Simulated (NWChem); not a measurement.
System: ZnO; SMILES [O]=[Zn]

NWChem printed, in part:

```
             Northwest Computational Chemistry Package (NWChem) 7.3.0
             --------------------------------------------------------

 ORDER OF PRIMARY AXIS IS BEING SET TO 4
 C4V symmetry detected

                             Geometry "geometry" -> ""
                             -------------------------

 Output coordinates in angstroms (scale by  1.889725989 to convert to a.u.)

  No.       Tag          Charge          X              Y              Z
 ---- ---------------- ---------- -------------- -------------- --------------
    1 Zn                  30.0000     0.00000000     0.00000000    -0.35663916
    2 O                    8.0000     0.00000000     0.00000000     1.33739684

 Effective nuclear repulsion energy (a.u.)      74.9703900979

      Symmetry information
      --------------------

 Group name             C4v
 Group number             18
 Group order               8
 No. of unique centers     2

                                 NWChem DFT Module
                                 -----------------

 Summary of "ao basis" -> "ao basis" (spherical)
 ------------------------------------------------------------------------------
       Tag                 Description            Shells   Functions and Types
 ---------------- ------------------------------  ------  ---------------------
 Zn                        def2-tzvp                16       48   6s5p4d1f
 O                         def2-tzvp                11       31   5s3p2d1f

      Symmetry analysis of basis
      --------------------------

        a1         27
        a2          0
        b1          8
        b2          8
        e          36

            General Information
            -------------------
          SCF calculation type: DFT
          Wavefunction type:  closed shell.
          No. of atoms     :     2
          No. of electrons :    38
           Alpha electrons :    19
            Beta electrons :    19
          Charge           :     0
          Spin multiplicity:     1
          Use of symmetry is: on ; symmetry adaption is: on
          Maximum number of iterations: 200
          AO basis - number of functions:    79
                     number of shells:    27
          Convergence on energy requested:  1.00D-06
          Convergence on density requested:  1.00D-05
          Convergence on gradient requested:  5.00D-04

              XC Information
              --------------
                         PBE0 Method XC Functional
                     Hartree-Fock (Exact) Exchange  0.250
          PerdewBurkeErnzerhof Exchange Functional  0.750
            Perdew 1991 LDA Correlation Functional  1.000 local
           PerdewBurkeErnz. Correlation Functional  1.000 non-local

             Grid Information
             ----------------
          Grid used for XC integration:  medium
          Radial quadrature: Mura-Knowles
          Angular quadrature: Lebedev.
          Tag              B.-S. Rad. Rad. Pts. Rad. Cut. Ang. Pts.
          ---              ---------- --------- --------- ---------
          Zn                  1.35      112           7.0       590
          O                   0.60       49           8.0       434
          Grid pruning is: on
          Number of quadrature shells:   161
          Spatial weights used:  Erf1

      Superposition of Atomic Density Guess
      -------------------------------------

 Sum of atomic energies:       -1852.59136709

      Non-variational initial energy
      ------------------------------

 Total energy =   -1852.519811
 1-e energy   =   -2736.714192
 2-e energy   =     809.223992
 HOMO         =      -0.425618
 LUMO         =      -0.175716

      Symmetry analysis of molecular orbitals - initial
      -------------------------------------------------

 !! scf_movecs_sym_adapt:   16 vectors were symmetry contaminated

  Symmetry fudging

 !! scf_movecs_sym_adapt:   14 vectors were symmetry contaminated

  Numbering of irreducible representations:

     1 a1          2 a2          3 b1          4 b2          5 e

  Orbital symmetries:

     1 a1          2 a1          3 a1          4 e           5 e
     6 a1          7 a1          8 a1          9 e          10 e
    11 a1         12 a1         13 e          14 e          15 b2
    16 b1         17 a1         18 e          19 e          20 a1
    21 e          22 e          23 a1         24 a1         25 e
    26 e          27 a1         28 b1         29 b2

   convergence    iter        energy       DeltaE   RMS-Dens  Diis-err
 ---------------- ----- ----------------- --------- --------- ---------
 d= 0,ls=0.0,diis     1  -1853.9569365475 -1.93D+03  3.63D-02  1.85D+00
 d= 0,ls=0.0,diis     2  -1848.0845718503  5.87D+00  3.34D-02  2.44D+01
 d= 0,ls=0.0,diis     3  -1854.1699245972 -6.09D+00  2.38D-03  2.55D-01
 d= 0,ls=0.0,diis     4  -1854.1914117617 -2.15D-02  1.38D-03  1.47D-01
 d= 0,ls=0.0,diis     5  -1854.2029550947 -1.15D-02  1.37D-03  2.29D-02
 d= 0,ls=0.0,diis     6  -1854.2048614951 -1.91D-03  3.68D-04  8.54D-03
 d= 0,ls=0.0,diis     7  -1854.2052184008 -3.57D-04  7.53D-05  1.15D-03
 d= 0,ls=0.0,diis     8  -1854.2052934456 -7.50D-05  8.09D-05  4.82D-04
 d= 0,ls=0.0,diis     9  -1854.2053437806 -5.03D-05  3.88D-05  4.02D-05
 d= 0,ls=0.0,diis    10  -1854.2053484532 -4.67D-06  3.69D-06  4.27D-07
 d= 0,ls=0.0,diis    11  -1854.2053484817 -2.85D-08  2.31D-07  2.51D-10

         Total DFT energy =    -1854.205348481660
      One electron energy =    -2735.197728433299
           Coulomb energy =      885.360161479336
    Exchange-Corr. energy =      -79.338171625622
 Nuclear repulsion energy =       74.970390097924

[...]

                         DFT ENERGY GRADIENTS

    atom               coordinates                        gradient
                 x          y          z           x          y          z
   1 Zn      0.000000   0.000000  -0.673950    0.000000   0.000000   0.002588
   2 O       0.000000   0.000000   2.527314    0.000000   0.000000  -0.002588
```

Level: PBE0/def2-TZVP. Geometry: optimised at PBE0/def2-SVP.

### Question
Reconstruct the input file.

### Answer
This is not unique; one that fits is the input that was run:
```
start job
memory heap 200 mb stack 900 mb global 1100 mb
geometry units angstroms noautoz
  Zn     0.000000     0.000000    -0.382039
  O      0.000000     0.000000     1.311997
end
basis spherical
  * library def2-tzvp
end
dft
  xc pbe0
  iterations 200
  convergence diis 20
end
task dft gradient
```
